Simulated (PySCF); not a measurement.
**Excitation energy of Ru by level of theory**

Ru [Kr] 4d7 5s1 (5F) → Ru [Kr] 4d6 5s1 6s1 (7D), as a difference of total energies. Calculation: PySCF 2.14, in aug-cc-pVDZ-PP with ECP28MDF; scalar relativity through the core potential. Correlated levels: valence: 4s2 4p6 frozen. The calculations carry no spin-orbit coupling.

| method | excitation energy (eV) |
| --- | --- |
| UHF | 4.403 |
| LDA | 6.312 |
| PBE | 6.102 |
| PBE0 | 5.901 |
| r2SCAN | 5.858 |
| BP86 | 6.292 |
| PW91 | 6.173 |
| BHandHLYP | 5.949 |
| MP2 (valence) | 5.672 |
| SCS-MP2 (valence) | 5.868 |

Question: How much does correlation contribute at MP2 (valence)?

Answer: 5.672 − (4.403) = 1.269 eV, measured against UHF.

The promoted electron is Rydberg-like, and one or two diffuse shells describe it only roughly, which tends to raise the upper state.
